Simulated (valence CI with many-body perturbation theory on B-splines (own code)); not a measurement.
The numbers below are computed, except where a source is named.
## I20+: magnetic and hyperfine properties of the levels

Level of theory: configuration interaction combined with many-body perturbation theory (CI+MBPT): five valence electrons over a frozen Dirac-Fock core [Ar] 3d10, a basis of 11 s, 11 p, 10 d, 8 f, 5 g, 2 h functions for each j, with the one-electron correlation potential Σ1, the two-electron term Σ2, the three-electron term Σ3, Breit, model QED; selected CI, second order for the rest, scaled by the run's own slope (own B-spline code, finite nucleus).

No measured spectrum was set against this ion. As an estimate, levels hold to about 250 cm⁻¹ or 0.2 % of their energy and the worst to 1 %, as in measured heavy ions of charge 2 to 7; those with d or f electrons hold less well. Among the levels kept, up to 2100 cm⁻¹ of a level comes from second order outside the variational space, and about a tenth of that is noise between levels of different J, which matters for small intervals.

A/g_I is the dipole constant over the nuclear g factor μ/I (μ in nuclear magnetons, uniformly magnetised nucleus), B/Q the quadrupole constant per barn. Both hold the static response of the core; the bare values leave it out. Large factors of s and p1/2 electrons are usually good to 5 to 10 %; those of open d and f shells near neutrality can be off by tens of per cent, and small factors of p3/2, d and f electrons come from cancelling terms and can be off by a factor of two or in sign, in half-filled shells by more. B is blank for J = 1/2, where it vanishes, and for nearly pure S terms. Energies count from the lowest level.

Levels are named by their leading jj configuration (3d3/2^4 stands for four electrons in 3d with j = 3/2), which in mixed levels can hold well under half, so a name can repeat and another be missing. Letters in brackets count levels of one name in rising energy.

| Level | E (eV) | g | A/g_I (MHz) | A/g_I bare | B/Q (MHz/b) | B/Q bare |
| --- | --- | --- | --- | --- | --- | --- |
| (4s^2 4p1/2^2 4p3/2) J=3/2 | 0.00 | 1.516 | 10700 | 10000 | 17400 | 16500 |
| (4s^2 4p1/2 4p3/2^2) J=3/2 | 11.87 | 1.353 | 1060 | 903 | 10100 | 9580 |
| (4s^2 4p1/2 4p3/2^2) J=5/2 | 14.84 | 1.199 | 27000 | 25600 | -83.3 | -72.2 |
| (4s^2 4p1/2 4p3/2^2) J=1/2 | 18.82 | 0.664 | 82300 | 78600 |  |  |
| (4s^2 4p3/2^3) J=3/2 | 30.78 | 1.263 | 13800 | 13000 | -27500 | -26100 |
| (4s 4p1/2^2 4p3/2^2) J=5/2 | 59.59 | 1.540 | 62300 | 59400 | 14100 | 13300 |
| (4s 4p1/2^2 4p3/2^2) J=3/2 | 66.63 | 1.427 | -218 | -196 | -18000 | -17000 |
| (4s 4p1/2^2 4p3/2^2) J=1/2 | 67.29 | 2.417 | 208000 | 198000 |  |  |
| (4s 4p1/2 4p3/2^3) J=3/2 [a] | 75.09 | 1.225 | 27200 | 26000 | -20800 | -19700 |
| (4s 4p1/2 4p3/2^3) J=5/2 | 78.74 | 1.256 | 72500 | 69100 | -38100 | -36100 |
| (4s^2 4p1/2^2 4d3/2) J=3/2 | 82.41 | 0.750 | 3430 | 3470 | 3190 | 3020 |
| (4s 4p1/2 4p3/2^3) J=1/2 | 83.82 | 1.464 | 12400 | 11900 |  |  |
| (4s 4p1/2 4p3/2^3) J=3/2 [b] | 85.55 | 1.091 | 8350 | 7970 | 5170 | 4900 |
| (4s^2 4p1/2^2 4d5/2) J=5/2 | 86.74 | 1.166 | 2860 | 2870 | 8510 | 8050 |
| (4s^2 4p1/2 4p3/2 4d3/2) J=5/2 | 92.95 | 0.943 | 20600 | 19700 | -7570 | -7170 |
| (4s^2 4p1/2 4p3/2 4d3/2) J=1/2 [a] | 93.81 | 0.328 | 59300 | 56900 |  |  |
| (4s^2 4p1/2 4p3/2 4d3/2) J=7/2 | 94.89 | 1.161 | 13400 | 12800 | 7600 | 7190 |
| (4s^2 4p1/2 4p3/2 4d3/2) J=3/2 [a] | 95.29 | 1.032 | 12000 | 11500 | -12000 | -11400 |
| (4s^2 4p1/2 4p3/2 4d5/2) J=7/2 [a] | 95.73 | 1.279 | 3070 | 2990 | 25900 | 24500 |
| (4s^2 4p1/2 4p3/2 4d5/2) J=9/2 | 98.44 | 1.241 | 13800 | 13200 | 8850 | 8370 |
| (4s 4p3/2^4) J=1/2 | 99.14 | 1.180 | 161000 | 154000 |  |  |
| (4s^2 4p1/2 4p3/2 4d5/2) J=5/2 [a] | 99.67 | 1.192 | 12600 | 12100 | -11600 | -11000 |
| (4s^2 4p1/2 4p3/2 4d5/2) J=3/2 [a] | 101.04 | 1.209 | -6290 | -5940 | -631 | -611 |
| (4s^2 4p1/2 4p3/2 4d5/2) J=7/2 [b] | 104.32 | 1.042 | 15700 | 15000 | 20500 | 19400 |
| (4s^2 4p1/2 4p3/2 4d5/2) J=5/2 [b] | 104.40 | 1.418 | 7390 | 7080 | 2.83 | 6.21 |
| (4s^2 4p1/2 4p3/2 4d3/2) J=3/2 [b] | 105.24 | 1.455 | 9560 | 9170 | -6510 | -6170 |
| (4s^2 4p1/2 4p3/2 4d3/2) J=1/2 [b] | 105.43 | 2.035 | 39800 | 37800 |  |  |
| (4s^2 4p1/2 4p3/2 4d5/2) J=3/2 [b] | 108.34 | 0.886 | 19100 | 18400 | 10300 | 9710 |
| (4s^2 4p1/2 4p3/2 4d5/2) J=5/2 [c] | 110.14 | 1.100 | 1740 | 1710 | 19000 | 18000 |
| (4s^2 4p3/2^2 4d5/2) J=7/2 | 111.15 | 1.231 | 7270 | 6980 | 6860 | 6500 |
| (4s^2 4p1/2 4p3/2 4d5/2) J=1/2 | 111.29 | 0.963 | -19800 | -18800 |  |  |
| (4s^2 4p3/2^2 4d5/2) J=9/2 | 112.56 | 1.201 | 8210 | 7890 | 26000 | 24600 |
| (4s^2 4p3/2^2 4d3/2) J=1/2 | 114.83 | 1.042 | -1050 | -1200 |  |  |
| (4s^2 4p3/2^2 4d3/2) J=3/2 [a] | 116.26 | 1.093 | 10100 | 9580 | -9660 | -9170 |
| (4s^2 4p3/2^2 4d3/2) J=5/2 | 117.07 | 1.185 | 14000 | 13400 | -7830 | -7420 |
| (4s^2 4p3/2^2 4d5/2) J=5/2 [a] | 120.37 | 1.204 | 3800 | 3760 | 32700 | 31000 |
| (4s^2 4p3/2^2 4d3/2) J=7/2 | 120.67 | 1.122 | 11700 | 11200 | -2270 | -2120 |
| (4s^2 4p3/2^2 4d3/2) J=3/2 [b] | 122.45 | 1.145 | 6550 | 6390 | -1020 | -943 |
| (4s^2 4p3/2^2 4d5/2) J=1/2 | 122.95 | 1.900 | 47300 | 45400 |  |  |
| (4s^2 4p3/2^2 4d5/2) J=3/2 | 126.94 | 0.940 | 6300 | 6200 | 6370 | 6040 |

(1) Take the isotope of mass number 127, with I = 5/2, μ = 2.8087 μN and Q = -0.688 b. What is the hyperfine structure of (4s^2 4p1/2 4p3/2^2) J=3/2?

Results:

(1) From the table A = 1190 MHz, B = -6950 MHz. Shifts from the centre of gravity in MHz: F = 1: -11100, F = 2: -3170, F = 3: 3520, F = 4: 2720.
